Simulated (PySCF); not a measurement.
An unknown is described by computed data only.

Elements present: C, H and O. Monoisotopic mass: 126.1045 u.

* NMR, other nuclei: isotropic shieldings of nuclei other than C and H, by class: 301 (1 O) ppm [GIAO PBE0/pcSseg-1]
* Rotational structure: rotational constants A, B, C: 3.157, 1.185, 1.017 GHz [GFN2-xTB]
* 13C NMR: chemical shifts (computed TMS as zero) by class: 60.3 (1 C), 38.1 (1 C), 32.5 (1 C), 31.3 (1 C), 29.4 (1 C), 28.6 (1 C), 27.8 (1 C), 22.2 (1 C) ppm [GIAO PBE0/pcSseg-1]
* 1H NMR: chemical shifts (computed TMS as zero) by class: 3.32 (1 H), 1.87 (1 H), 1.83 (1 H), 1.64 (1 H), 1.60 (1 H), 1.51 (1 H), 1.49 (1 H), 1.38 (1 H), 1.32 (1 H), 1.23 (1 H), 0.88 (1 H), 0.65 (1 H), 0.47 (1 H), 0.42 (1 H) ppm [GIAO PBE0/pcSseg-1]
* Dipole: 1.64 D [PBE0/pcSseg-1]

Gas-phase values; electronic properties from PySCF, density fitting. Levels stand in brackets. Geometry: GFN2-xTB, one conformer, isolated molecule. NMR classes are plain means over equivalent atoms (diastereotopic ones count apart unless rotation or inversion swaps them), as if these changed places fast.

Problem. Which formula fits the mass and the elements?

Solution. C8H14O (calculated 126.1045). No other formula that holds each of these elements comes within 0.0003 u with a fitting electron parity and a possible valence count.

Problem. Propose a structure and show how it fits.

Solution. Numbering: `[OH:1][C@H:2]1[CH2:3][C:4]12[CH2:5][CH2:6][CH2:7][CH2:8][CH2:9]2`. Its formula, C8H14O, gives 2 degrees of unsaturation: 2 rings and 0 π bonds in the structure found. 8 carbons fall into 8 classes; from least to most shielded: carbinol carbon (C–OH) [C2] (60.3 ppm), ring CH2 carbon [C9] (38.1 ppm), ring CH2 carbon [C5] (32.5 ppm), ring CH2 carbon [C7] (31.3 ppm), ring CH2 carbon [C6] (29.4 ppm), ring CH2 carbon [C8] (28.6 ppm), sp3 carbon at a ring junction [C4] (27.8 ppm), three-membered-ring carbon [C3] (22.2 ppm). Hydrogen classes from least to most shielded: 1 H on a carbinol carbon (C–OH), C2 (3.32 ppm), 1 H on a ring CH2 carbon, C7 (1.87 ppm), 1 H on a ring CH2 carbon, C6 (1.83 ppm), 1 H on a ring CH2 carbon, C8 (1.64 ppm), 1 H on a ring CH2 carbon, C9 (1.60 ppm), 1 H on a ring CH2 carbon, C5 (1.51 ppm), 1 H on a ring CH2 carbon, C6 (1.49 ppm), 1 H on a ring CH2 carbon, C8 (1.38 ppm), 1 H on a ring CH2 carbon, C5 (1.32 ppm), 1 H on a ring CH2 carbon, C7 (1.23 ppm), 1 H on an alcohol oxygen, O1 (0.88 ppm), 1 H on a ring CH2 carbon, C9 (0.65 ppm); 2 more classes are left out. The other shieldings belong to: 301 ppm, alcohol oxygen [O1]. The optimised geometry has point group C1 and is an asymmetric top. Structure: `O[C@H]1CC12CCCCC2`. Computed isomers that give other values at the same levels: `CC(=O)C1CCCCC1` (13C chemical shifts (computed TMS as zero) by class: 215.6 (1 C), 52.0 (1 C), 31.1 (2 C), 30.6 (1 C), 30.3 (1 C), 26.5 (2 C) ppm); `CO/C=C/C1CCCC1` (13C chemical shifts (computed TMS as zero) by class: 153.0 (1 C), 108.1 (1 C), 55.4 (1 C), 43.8 (1 C), 35.8 (2 C), 26.5 (2 C) ppm); `COCC=C1CC(C)C1` (13C chemical shifts (computed TMS as zero) by class: 150.5 (1 C), 128.7 (1 C), 71.6 (1 C), 57.2 (1 C), 38.5 (1 C), 36.8 (1 C), 25.8 (1 C), 24.8 (1 C) ppm). The assignments are read from this structure; whether some other isomer fits the data as well wasn't checked. The mirror image fits equally.
